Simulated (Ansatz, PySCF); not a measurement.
Species: AsH₅, charge 0, multiplicity 1. 
Coordinates optimised at B3LYP-D3(BJ)/def2-TZVP (Ansatz, a quantum-chemistry and plane-wave program):
```xyz
6

As     0.0000     0.0000     0.0000
H      0.0069    -0.0006     1.6054
H     -0.0069     0.0006    -1.6054
H      1.5317     0.0008    -0.0066
H     -0.7666     1.3261     0.0038
H     -0.7651    -1.3269     0.0028
```

Quantity: vertical triplet-singlet gap (E(triplet) - E(singlet); each state is the SCF solution reached for its spin; the molecule has degenerate orbitals, so one determinant may break the symmetry), in eV. Cores are frozen in the correlated levels unless marked. UHF or UKS for open shells. No spin-orbit coupling. Frozen are the shells of the preceding noble gas and the d and f shells that filled before the atom's block. No relativistic terms. CBS(X,Y): correlation extrapolated as X^-3; Hartree-Fock from the larger set. The bracket is a focal-point correction in the basis named.

| level | program | vertical triplet-singlet gap (eV) |
|---|---|---|
| PBE/def2-TZVPD | Ansatz | 3.20 |
| B3LYP/def2-TZVPD | Ansatz | 3.43 |
| PBE0/def2-TZVPD | Ansatz | 3.48 |
| M06-2X/def2-TZVPD | PySCF | ? |
| CAM-B3LYP/def2-TZVPD | Ansatz | 3.56 |
| wB97M-V/def2-TZVPD | Ansatz | 3.77 |
| wB97X-V/def2-TZVPD | Ansatz | ? |
| SCS-MP2/aug-cc-pVTZ | Ansatz | 4.06 |
| CCSD/aug-cc-pVDZ | Ansatz | ? |
| RI-MP2/CBS(aug-cc-pVTZ,aug-cc-pVQZ)+[CCSD(T)-MP2]/aug-cc-pVTZ | Ansatz | 3.82 |

What belongs in the gaps?


- M06-2X/def2-TZVPD, vertical triplet-singlet gap (eV): 4.02
- wB97X-V/def2-TZVPD, vertical triplet-singlet gap (eV): 3.93
- CCSD/aug-cc-pVDZ, vertical triplet-singlet gap (eV): 3.75
